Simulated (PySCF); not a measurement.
Compound: C5H6ClF3O2.
Numbering: `[F:1][C:2]([F:3])([F:4])[C@@H:5]1[CH2:6][O:7][C@H:8]([CH2:9][Cl:10])[O:11]1` (hydrogens: H12 on C5; H13, H14 on C6; H15 on C8; H16, H17 on C9)

Computed with PySCF, PBE0-D3(BJ)/def2-SVP geometry optimisation, gas phase.

(1) List the bond lengths, angles and torsions at this level.

Answers

(1) 
```csv
bond,length (pm)
"F1–C2, C2–F4",133.7
C2–F3,132.7
C2–C5,151.8
C5–C6,153.7
C6–O7,140.3
O7–C8,139.0
C8–C9,152.2
C9–Cl10,177.7
C8–O11,141.4
C5–O11,140.0
C5–H12,110.4
C6–H13,110.5
C6–H14,109.7
C8–H15,110.2
C9–H16,109.8
C9–H17,109.7
```

Bonds in one row agree within 1 pm and their mean is given. A selection of angles:
```csv
angle,degrees
F1–C2–F3,107.8
F1–C2–C5,111.8
F4–C2–C5,109.5
C2–C5–C6,112.9
C2–C5–O11,110.5
C6–C5–O11,104.5
C5–C6–O7,102.7
C6–O7–C8,106.9
O7–C8–C9,114.0
O7–C8–O11,106.4
C9–C8–O11,108.6
C8–C9–Cl10,111.1
C5–O11–C8,108.7
```

Torsions: F1–C2–C5–C6 57° (synclinal); C2–C5–C6–O7 -140° (anticlinal); C5–C6–O7–C8 32° (synclinal); C6–O7–C8–C9 87° (synclinal); O7–C8–C9–Cl10 64° (synclinal); O7–C8–O11–C5 19° (synperiplanar); C2–C5–O11–C8 122° (anticlinal).

The 4 C–O bonds span 1.390 Å (O7–C8, drawn single) to 1.414 Å (C8–O11, drawn single), a spread of 0.024 Å. Of the pairs four or more bonds apart, F1···H17 is among the closest relative to their van der Waals radii: 2.47 Å, 92 % of the sum of Bondi's values. The 5-membered ring C5–C6–O7–C8–O11 has internal angles of 102.7° to 108.7°; it is puckered, 0.13 Å rms from its mean plane, widest ring torsion 33°.

Point group: C1 (no symmetry element, even within 0.4 Å). PBE0-D3(BJ)/def2-SVP frequencies: not computed here. One conformer, not necessarily the lowest.
